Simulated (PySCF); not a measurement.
## Two-photon absorption: `Brc1cccnc1`, C₅H₄BrN

Molfile (atoms numbered from 1):
```
C5H4BrN
     RDKit          3D

 11 11  0  0  0  0  0  0  0  0999 V2000
    2.4207    0.5223   -0.1419 Br  0  0  0  0  0  0  0  0  0  0  0  0
    0.6385   -0.0803   -0.0871 C   0  0  0  0  0  0  0  0  0  0  0  0
   -0.4171    0.8267   -0.0451 C   0  0  0  0  0  0  0  0  0  0  0  0
   -1.7111    0.3152   -0.0058 C   0  0  0  0  0  0  0  0  0  0  0  0
   -1.8858   -1.0682   -0.0104 C   0  0  0  0  0  0  0  0  0  0  0  0
   -0.8724   -1.9290   -0.0505 N   0  0  0  0  0  0  0  0  0  0  0  0
    0.3650   -1.4512   -0.0882 C   0  0  0  0  0  0  0  0  0  0  0  0
   -0.2275    1.9018   -0.0432 H   0  0  0  0  0  0  0  0  0  0  0  0
   -2.5736    0.9841    0.0280 H   0  0  0  0  0  0  0  0  0  0  0  0
   -2.8928   -1.4988    0.0198 H   0  0  0  0  0  0  0  0  0  0  0  0
    1.1872   -2.1743   -0.1208 H   0  0  0  0  0  0  0  0  0  0  0  0
  1  2  1  0
  2  3  1  0
  3  4  2  0
  4  5  1  0
  5  6  2  0
  6  7  1  0
  7  2  2  0
  3  8  1  0
  4  9  1  0
  5 10  1  0
  7 11  1  0
M  END
```

Method: PySCF, TDDFT CAM-B3LYP/def2-TZVPD excited states, vertical, gas phase. Geometry: PBE0-D3(BJ)/def2-SVP.

The calculation is non-relativistic, which matters for the atoms heavier than Zn.

(1) How strongly do the lowest singlets absorb one photon, and two photons of half the energy?

## Answers

(1) δ for parallel linear polarisation; σ at the peak of a Lorentzian of half width 0.1 eV, single beam; Ω is circular over linear.
| state | E (eV) | f | photon λ (nm) | δ (au) | σ (GM) | Ω | main |
| --- | --- | --- | --- | --- | --- | --- | --- |
| S1 | 5.01 | 0.005 | 495 | 0.96 | 0.01 | 1.50 | HOMO−1→LUMO 0.95 |
| S2 | 5.26 | 0.052 | 471 | 15 | 0.15 | 1.25 | HOMO→LUMO 0.78, HOMO−2→LUMO+1 0.12 |
| S3 | 5.37 | 0.000 | 462 | 0.17 | 0.00 | 1.50 | HOMO−1→LUMO+1 0.96 |
| S4 | 5.83 | 0.000 | 426 | 6.18 | 0.08 | 1.50 | HOMO→LUMO+2 0.70, HOMO→LUMO+5 0.08 |
| S5 | 5.93 | 0.144 | 418 | 91.5 | 1.18 | 0.81 | HOMO→LUMO+1 0.78, HOMO−2→LUMO 0.13 |
| S6 | 6.69 | 0.008 | 371 | 12.1 | 0.20 | 1.25 | HOMO−3→LUMO+2 0.39, HOMO−1→LUMO+2 0.25 |

Among these, the strongest one-photon state is S5, the strongest two-photon state S5, with a dipole change of 2.2 D (relaxed, norm of the difference vector).
